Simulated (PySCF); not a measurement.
Working out the ionisation energy of F+

F+ [He] 2s2 2p4 (3P) → F(2+) [He] 2s2 2p3 (4S). Calculation: PySCF 2.14, in x2c-QZVPPall with one added diffuse shell each of s, p, d, f type (8s5p4d3f1g, 73 functions); the spin-free X2C one-electron Hamiltonian (Gaussian nucleus). Frozen: 1s2. Energies in hartree (1 hartree = 27.21139 eV):

| part | F+ (lower) | F(2+) (upper) |
| --- | --- | --- |
| UHF | -98.928507 | -97.701521 |
| CCSD correlation | -0.172421 | -0.121602 |
| (T) | -0.002523 | -0.001424 |

What does Hartree-Fock give?

(-97.701521) − (-98.928507) = 1.226986 hartree = 33.388 eV.

What do CCSD and CCSD(T) give?

The CCSD correlation energies differ by 0.050819 hartree = 1.383 eV and the triples by 0.001099 hartree = 0.030 eV, so CCSD gives 34.771 eV and CCSD(T) 34.801 eV.

Measured between the centres of the two terms (NIST): 34.950 eV, so CCSD(T) (valence) is off by -0.149 eV.

What remains against the reference includes basis incompleteness, the frozen core and higher excitations.
